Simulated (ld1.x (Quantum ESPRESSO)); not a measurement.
**Before and after: PAW potential for Al**

Al (Z = 13), PAW, made with ld1.x (Quantum ESPRESSO) 7.5 (PBE, scalar-relativistic). Core [Ne], reference 3s2 3p1. Waves: 3s (bound): rcut 1.55, rcutus 1.90 bohr; 3s channel at 4.8 Ry: rcut 1.55, rcutus 1.90 bohr; 3p (bound): rcut 2.50, rcutus 2.65 bohr; 3p channel at 1 Ry: rcut 2.50, rcutus 2.65 bohr. Local part: all-electron potential smoothed inside 2.35 bohr (lloc = -1). Core correction: Bessel-smoothed model core inside 1.65 bohr. Augmentation charge: PSQ, inside the norm-conserving radii.

Change: core correction a·sin(br)/r model core, default radius (ld1.x builds one for every PAW set, though the input has nlcc=.false.).

Cutoffs: the cutoffs (Ry, on a coarse ladder) from which the occupation-weighted sum of valence levels, in a spherical-Bessel basis at the reference potential, stays within 10 and 1 mRy of its value at 400 Ry; they do not see the model core or the augmentation charge, which bear on the density cutoff. Errors are all-electron minus pseudo energies relative to the spin-unpolarised reference configuration.

Problem. How do hardness, ghosts and transferability respond?

Solution. Both files are so soft that the ladder of cutoffs tells neither apart; of the 7 tests that both files solve, the error grows in 0 and shrinks in 2 by more than 15 % and 0.3 meV (median size 0.9 → 0.3 meV); neither file shows a bound ghost. A model core, the more so a compact one, raises the density cutoff, which this test does not measure.

| quantity | base | changed |
| --- | --- | --- |
| cutoff, loose | 8 Ry | 8 Ry |
| cutoff, tight | 12 Ry | 12 Ry |
| bound ghosts | none | none |
| error for 3s2 3p0, meV [ΔE 5.76 eV] | -0.6 | -0.3 |
| error for 3s1 3p0, meV [ΔE 24.99 eV] | -18 | -18 |
| error for 3s2 3p0.5, meV [ΔE 2.09 eV] | -0.1 | -0.1 |
| error for 3s2 3p1.3, meV [ΔE -0.57 eV] | 0.0 | 0.0 |
| error for 3s1 3p1, meV [ΔE 11.57 eV] | -3.5 | -4.0 |
| error for 3s1 3p2, meV [ΔE 5.14 eV] | -0.9 | +0.3 |
| error for 3s0 3p3, meV [ΔE 10.45 eV] | -2.6 | +2.1 |
| s: phases at 2.90 bohr within 0.05 rad from the reference energy up to (Ry; the scan ends near 5) | to the end of the scan | to the end of the scan |
| p: phases at 2.90 bohr within 0.05 rad from the reference energy up to (Ry; the scan ends near 5) | 3.0 | 3.0 |
| lowest overlap eigenvalue by channel | s 0.72, p 0.82 | s 0.72, p 0.82 |
